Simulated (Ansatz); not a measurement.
Mulliken charges of FGeH4Si (`F[SiH][GeH3]`) radical from PBE/def2-TZVPP in Ansatz (PBE0-D4/def2-TZVP geometry).

```tsv
atom	x (Å)	y (Å)	z (Å)	charge (e)
F1	-0.828	-1.798	1.410	-0.264
Si2	-0.880	-1.141	-0.059	0.297
Ge3	0.334	0.913	-0.082	0.017
H4	-0.325	-2.159	-1.002	-0.054
H5	0.290	1.465	-1.516	-0.001
H6	-0.331	1.925	0.863	0.003
H7	1.803	0.725	0.340	0.002
```

**Question.** By hand: the dipole of these point charges (1 e Å = 4.8032 D).

**Answer.** Σ q r = (-0.017, 0.274, -0.332) e Å, of length 0.431 e Å = 2.07 D.

**Question.** How does the dipole of the full density compare? (Estimate.)

**Answer.** The calculation gave: (0.028, 0.122, -0.185) e Å, 1.07 D; the point charges give 1.93 times that, at 11° from its direction.

Point charges leave out the atoms' own dipoles, such as those of lone pairs, and Mulliken's split depends on the basis, so the two needn't agree.
